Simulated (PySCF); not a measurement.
A side-by-side comparison of computed properties.

First species: C₆H₅N₃.
Structure used (GFN2-xTB), in Å, numbered top down from 1:
```
atom  x, y, z in Å
C1    -2.054   -1.444    0.471
C2    -1.462   -0.347    0.026
N3    -0.085   -0.162    0.064
N4     0.749   -1.068    0.549
C5     1.964   -0.569    0.430
C6     1.935    0.704   -0.150
C7     0.589    0.945   -0.378
C8    -0.047    2.058   -0.939
N9    -0.568    2.971   -1.399
H10   -1.476   -2.249    0.889
H11   -3.121   -1.555    0.426
H12   -1.996    0.491   -0.402
H13    2.815   -1.129    0.761
H14    2.757    1.353   -0.371
```

Second species: C4H10N2.
Structure used (GFN2-xTB), in Å, numbered top down from 1:
```
atom  x, y, z in Å
C1     1.6682   -0.8831    0.2661
N2     0.7474    0.2352    0.2524
N3     1.3780    1.3521   -0.3574
C4    -0.5073   -0.1048   -0.3587
C5    -1.7161    0.6797    0.0547
C6    -1.5556   -0.7414    0.5006
H7     1.9087   -1.2448   -0.7453
H8     1.2201   -1.6945    0.8352
H9     2.5850   -0.5576    0.7513
H10    0.8395    2.1823   -0.1292
H11    1.4017    1.2588   -1.3794
H12   -0.4481   -0.4250   -1.4058
H13   -2.4609    0.9132   -0.6914
H14   -1.5758    1.4507    0.7967
H15   -1.3051   -0.9120    1.5352
H16   -2.1872   -1.4998    0.0637
```

Levels: CAM-B3LYP/def2-SVPD for dipole moment, HOMO energy, LUMO energy, HOMO–LUMO gap, static isotropic polarisability and electronic spatial extent ⟨r²⟩ about the centre of nuclear charge; TDDFT CAM-B3LYP/def2-SVPD for lowest singlet excitation; TDA CAM-B3LYP/def2-SVPD for lowest triplet excitation (Tamm–Dancoff); GFN2-xTB for rotational constant A and rotational constant C. Geometries: GFN2-xTB. Each structure is a single optimised conformer of the isolated species, non-relativistic unless stated. Electronic properties by PySCF.

Dipoles, sizes and rotational constants follow the conformer. The torsions of the flexible species, by atom-mapped SMILES:
- `[CH2:1]=[CH:2][n:3]1[n:4][cH:5][cH:6][c:7]1[C:8]#[N:9]`: C1–C2–N3–N4 0°
- `[CH3:1][N:2]([NH2:3])[CH:4]1[CH2:5][CH2:6]1`: C1–N2–C4–C5 154°, H–N3–N2–C1 -164°, H–N3–N2–C1 77°

```
                                                         property    column X   column Y
                                                    dipole moment      2.32 D     1.64 D
                                                      HOMO energy    -8.63 eV   -7.82 eV
                                                      LUMO energy    -0.84 eV    1.51 eV
                                                    HOMO–LUMO gap     7.79 eV    9.33 eV
                                        lowest singlet excitation     5.09 eV    6.33 eV
                         lowest triplet excitation (Tamm–Dancoff)     3.51 eV    6.04 eV
                                  static isotropic polarisability     90.4 au    65.4 au
electronic spatial extent ⟨r²⟩ about the centre of nuclear charge  1097 bohr²  627 bohr²
                                            rotational constant A   2.368 GHz  6.302 GHz
                                            rotational constant C   1.010 GHz  2.154 GHz
```

(1) Which column belongs to which species?

(2) How does each property change from the first species to the second?

Answers

(1) Column X is the first species and column Y the second. The first has 14 atoms and 62 electrons, the second 16 and 48.

(2) dipole moment -0.68 D; HOMO energy +0.81 eV; LUMO energy +2.35 eV; HOMO–LUMO gap +1.54 eV; lowest singlet excitation +1.24 eV; lowest triplet excitation (Tamm–Dancoff) +2.53 eV; static isotropic polarisability -25.0 au; electronic spatial extent ⟨r²⟩ about the centre of nuclear charge -470 bohr²; rotational constant A +3.934 GHz; rotational constant C +1.144 GHz.

On the first: No computed singlet falls in the visible range (750 to 380 nm, 1.65 to 3.26 eV); S1 lies 1.83 eV above its blue end. A dipole of 2.32 D is allowed in Cs, and pure rotational transitions are dipole-allowed.

On the second: S1 lies 3.00 eV below the HOMO–LUMO gap; its leading configuration is HOMO→LUMO, weight 0.79. The polarisability is 9.69 Å³ as a volume (1 au = 0.148185 Å³), or 1.36 au for each of the 48 electrons.
